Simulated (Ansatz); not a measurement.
Program: Ansatz 0.2.0.

Basis-set series for GeH8Si2, SMILES `[SiH3][GeH2][SiH3]`. Charge 0, multiplicity 1. Geometry: relaxed with PBE0-D4/def2-TZVP.

```tsv
functional	basis	functions	energy (Eh)	HOMO (eV)	LUMO (eV)
PBE0-D4	def2-SVP	108	-2659.83577	-7.98	0.12
PBE0-D4	def2-TZVPP	244	-2660.30257	-7.93	-0.10
ωB97M-V	def2-SVP	108	-2660.14811	-9.91	1.96
ωB97M-V	def2-TZVPP	244	-2660.61821	-9.90	1.55
```

Question: Give the rows for def2-QZVPP. (Best estimate.)

Answer: The calculation gave: 
| functional | basis | functions | energy (Eh) | HOMO (eV) | LUMO (eV) |
| --- | --- | --- | --- | --- | --- |
| PBE0-D4 | def2-QZVPP | 469 | -2660.36713 | -7.93 | -0.20 |
| ωB97M-V | def2-QZVPP | 469 | -2660.68041 | -9.89 | 1.17 |

Positive LUMOs are unbound and depend on the basis. Scalar relativity is left out up to krypton.
